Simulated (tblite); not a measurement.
`CC(C)=C(C)C[C@H](C)F`. Computed geometry: GFN2-xTB, gas phase.

```
atom  x, y, z in Å
C1     1.4953    0.6956    1.4365
C2     1.4700    0.0557    0.0755
C3     2.7871    0.1252   -0.6496
C4     0.3966   -0.5311   -0.4538
C5     0.3859   -1.1093   -1.8418
C6    -0.9113   -0.6687    0.2874
C7    -1.8570    0.5124    0.0390
C8    -3.0368    0.5288    1.0001
F9    -2.3538    0.4287   -1.2531
H10    2.1142    1.5908    1.4064
H11    1.9359    0.0132    2.1650
H12    0.5068    0.9797    1.7835
H13    2.9634   -0.7657   -1.2457
H14    3.6005    0.2253    0.0653
H15    2.8148    0.9911   -1.3122
H16   -0.6181   -1.0579   -2.2552
H17    0.6896   -2.1574   -1.8223
H18    1.0555   -0.5708   -2.5064
H19   -0.7433   -0.7525    1.3606
H20   -1.4182   -1.5768   -0.0461
H21   -1.3089    1.4628    0.0754
H22   -3.5530   -0.4280    0.9741
H23   -2.6893    0.7188    2.0115
H24   -3.7376    1.3096    0.7135
```

(1) Where is the centre of mass (commonest isotopes), and what is the radius of gyration?

(2) Work out the bond lengths C1–C2, C2–C3, C3–H13, C6–C7, C7–C8, C8–H23, C8–H24 in bohr.

(3) Give the dihedral angles H12–C1–C2–C4, C1–C2–C4–C6, C4–C2–C3–H14, H11–C1–C2–C3, C2–C4–C6–H19, C1–C2–C3–H14.

(4) How far apart are these pairs, which share no bond: C2···C6, C3···C6, C5···C7, C6···H24, F9···H10?

(5) What are the angles C2–C3–H15, C5–C4–C6, C7–C6–H19, F9–C7–H21, C8–C7–H21?

(6) How far are the heavy atoms from their best plane (unweighted least squares)?

(7) What is the repulsion energy of the bare nuclei, Σ ZA·ZB/RAB?

(8) Write the matrix of distances between heavy atoms (Å, lower triangle).

Results:

(1) Mass 130.116 u; centre at (-0.264, 0.026, -0.182) Å; Rg = √(Σ m r²/M) = 2.306 Å. As Ia + Ib + Ic = 2 Σ m r², the three principal moments sum to 1384.3 u·Å².

(2) For C1–C2 the difference vector is (-0.0253, -0.6399, -1.3610) Å, of length 1.5041 Å. 1 bohr = 0.529177 Å. C1–C2 2.842; C2–C3 2.844; C3–H13 2.053; C6–C7 2.898; C7–C8 2.876; C8–H23 2.053; C8–H24 2.055 bohr.

(3) H12–C1–C2–C4 -22° (synperiplanar); C1–C2–C4–C6 -3° (synperiplanar); C4–C2–C3–H14 -155° (antiperiplanar); H11–C1–C2–C3 -81° (synclinal); C2–C4–C6–H19 -31° (synclinal); C1–C2–C3–H14 24° (synperiplanar). Dihedral signs follow IUPAC: positive where, seen along the central bond, the front bond turns clockwise onto the rear one.

(4) C2···C6 2.498 Å (2 bonds apart); C3···C6 3.897 Å (3 bonds apart); C5···C7 3.346 Å (3 bonds apart); C6···H24 3.476 Å (3 bonds apart); F9···H10 5.328 Å (6 bonds apart).

(5) From the scalar product of the two bond vectors; for C2–C3–H15 it is -0.5771 Å² over 1.5051 × 1.0907 Å², cos θ = -0.3516. C2–C3–H15 110.6°; C5–C4–C6 114.3°; C7–C6–H19 108.3°; F9–C7–H21 105.2°; C8–C7–H21 110.9°.

(6) 0.440 Å rms; C1 0.08, C2 0.04, C3 0.46, C4 0.34, C5 0.31, C6 0.83, C7 0.30, C8 0.13, F9 0.72 Å (magnitudes).

(7) 477.25 Eh over 276 pairs, with full nuclear charges and distances in bohr; the largest single term is 20.60 Eh (C7 with F9).

(8) 
```
C1    0.000
C2    1.504  0.000
C3    2.519  1.505  0.000
C4    2.507  1.333  2.487  0.000
C5    3.903  2.492  2.951  1.504  0.000
C6    2.996  2.498  3.897  1.510  2.532  0.000
C7    3.637  3.358  4.711  2.532  3.346  1.533  0.000
C8    4.556  4.625  6.066  3.876  4.741  2.542  1.522  0.000
F9    4.703  4.065  5.185  3.021  3.197  2.379  1.387  2.357  0.000
```

GFN2-xTB frequencies show an imaginary mode (30i cm⁻¹), so the point is no minimum at that level. 3 starts were optimised and ended at 0.00, 0.06 and 0.19 kcal/mol (GFN2-xTB); the lowest of these is shown.
